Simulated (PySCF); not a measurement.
HS$_{2}$, doublet, geometry from GFN2-xTB; PySCF with R2SCAN/6-31G*.

Input for PySCF:
```python
from pyscf import gto, scf, dft

mol = gto.Mole()
mol.atom = '''
    S     0.91067831   -0.45184823   -0.02081956
    S    -0.80573747    0.48637639    0.01910795
    H    -1.67905351   -0.55245053    0.02738580
'''
mol.basis = '6-31g*'
mol.spin = 1
mol.verbose = 4
mol.build()

mf = dft.UKS(mol)
mf.xc = 'r2scan'
mf.init_guess = 'sap'
mf.kernel()
```

Problem. Write the output that PySCF gives for this input, abridged.

Solution. 
```
PySCF version 2.14.0

[INPUT] verbose = 4
[INPUT] num. atoms = 3
[INPUT] num. electrons = 33
[INPUT] charge = 0
[INPUT] spin (= nelec alpha-beta = 2S) = 1
[INPUT] symmetry False subgroup None
[INPUT] Mole.unit = angstrom
[INPUT] Symbol           X                Y                Z      unit          X                Y                Z       unit  Magmom
[INPUT]  1 S      0.910678310000  -0.451848230000  -0.020819560000 AA    1.720932593482  -0.853869404569  -0.039343266434 Bohr   0.0
[INPUT]  2 S     -0.805737470000   0.486376390000   0.019107950000 AA   -1.522623146600   0.919118170555   0.036108792302 Bohr   0.0
[INPUT]  3 H     -1.679053510000  -0.552450530000   0.027385800000 AA   -3.172951282390  -1.043980199071   0.051751661702 Bohr   0.0

nuclear repulsion = 78.7451638534672
number of shells = 18
number of NR pGTOs = 106
number of NR cGTOs = 38
basis = 6-31g*
ecp = {}

******** <class 'pyscf.dft.uks.UKS'> ********
method = UKS
initial guess = sap
damping factor = 0
level_shift factor = 0
DIIS = <class 'pyscf.scf.diis.CDIIS'>
diis_start_cycle = 1
diis_space = 8
diis_damp = 0
SCF conv_tol = 1e-09
SCF conv_tol_grad = None
SCF max_cycles = 50
direct_scf = True
direct_scf_tol = 1e-13
number electrons alpha = 17  beta = 16
XC library pyscf.dft.libxc version 7.1.2
    S. Lehtola, C. Steigemann, M. J. T. Oliveira, and M. A. L. Marques,  SoftwareX 7, 1–5 (2018)
XC functionals = r2scan
    J. W. Furness, A. D. Kaplan, J. Ning, J. P. Perdew, and J. Sun,  J. Phys. Chem. Lett. 11, 8208–8215 (2020)
    J. W. Furness, A. D. Kaplan, J. Ning, J. P. Perdew, and J. Sun,  J. Phys. Chem. Lett. 11, 9248–9248 (2020)
    J. W. Furness, A. D. Kaplan, J. Ning, J. P. Perdew, and J. Sun,  J. Phys. Chem. Lett. 11, 8208–8215 (2020)
    J. W. Furness, A. D. Kaplan, J. Ning, J. P. Perdew, and J. Sun,  J. Phys. Chem. Lett. 11, 9248–9248 (2020)
radial grids:
    Treutler-Ahlrichs [JCP 102, 346 (1995); DOI:10.1063/1.469408] (M4) radial grids

becke partition: Becke, JCP 88, 2547 (1988); DOI:10.1063/1.454033
pruning grids: <function nwchem_prune>
grids dens level: 3
symmetrized grids: False
atomic radii adjust function: <function treutler_atomic_radii_adjust>
small_rho_cutoff = 0
Set gradient conv threshold to 3.16228e-05
Initial guess from superposition of atomic potentials (doi:10.1021/acs.jctc.8b01089)
This is the Gaussian fit version as described in doi:10.1063/5.0004046.
Found SAP basis sapgrasplarge
tot grids = 47568
init E= -796.389416068144

cycle= 1 E= -796.405668646577  delta_E= -0.0163  |g|= 0.738  |ddm|= 1.72
cycle= 2 E= -794.010725631265  delta_E= 2.39  |g|= 1.63  |ddm|= 4.92
cycle= 3 E= -796.845810988234  delta_E= -2.84  |g|= 0.141  |ddm|= 4.39
cycle= 4 E= -796.852171773671  delta_E= -0.00636  |g|= 0.103  |ddm|= 0.309
cycle= 5 E= -796.858701478236  delta_E= -0.00653  |g|= 0.0415  |ddm|= 0.12
cycle= 6 E= -796.859714436436  delta_E= -0.00101  |g|= 0.0195  |ddm|= 0.0414
cycle= 7 E= -796.860008289791  delta_E= -0.000294  |g|= 0.00325  |ddm|= 0.0355
cycle= 8 E= -796.86001544873  delta_E= -7.16e-06  |g|= 0.000706  |ddm|= 0.00548
cycle= 9 E= -796.860015782312  delta_E= -3.34e-07  |g|= 0.000134  |ddm|= 0.00101
cycle= 10 E= -796.860015796524  delta_E= -1.42e-08  |g|= 1.82e-05  |ddm|= 0.000271
cycle= 11 E= -796.860015796901  delta_E= -3.77e-10  |g|= 6.59e-06  |ddm|= 5.96e-05
Extra cycle  E= -796.860015796931  delta_E= -3.04e-11  |g|= 4.02e-06  |ddm|= 2.4e-05
converged SCF energy = -796.860015796931  <S^2> = 0.75300908  2S+1 = 2.0030068
```
